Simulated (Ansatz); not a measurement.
`BCC(O)=S` and `CC(O)=S` differ in one atom or group.

Ansatz, PBE0-D4/def2-TZVP geometries, multiplicity 1. Each molecule was computed in one conformer, which needn't be the lowest.

```tsv
property	`BCC(O)=S`
LUMO energy (B3LYP/def2-TZVPP) / eV	-2.37
LUMO energy (ωB97M-V/def2-TZVPP) / eV	-0.21
HOMO energy (PBE/def2-TZVPP) / eV	-5.29
LUMO energy (PBE0/def2-TZVPP) / eV	-2.15
size of the dipole moment (B3LYP/def2-TZVPP) / D	4.05
HOMO–LUMO gap (ωB97M-V/def2-TZVPP) / eV	8.43
```

What does the change do to each property? (An estimate is asked.)

Ansatz gave: 
```csv
property,`CC(O)=S`,shift
LUMO energy (B3LYP/def2-TZVPP) / eV,-1.64,0.73
LUMO energy (ωB97M-V/def2-TZVPP) / eV,0.76,0.97
HOMO energy (PBE/def2-TZVPP) / eV,-5.49,-0.20
LUMO energy (PBE0/def2-TZVPP) / eV,-1.42,0.73
size of the dipole moment (B3LYP/def2-TZVPP) / D,1.86,-2.19
HOMO–LUMO gap (ωB97M-V/def2-TZVPP) / eV,9.69,1.26
```

With PBE0 the HOMO falls by 0.27 eV and the LUMO rises by 0.73 eV, so the gap widens by about 1.00 eV. PBE moves the HOMO by -0.20 eV and ωB97M-V by -0.28 eV. Dipoles are sizes alone; their direction can turn.

B3LYP here is the variant with VWN-RPA as its local correlation; programs differ in this.
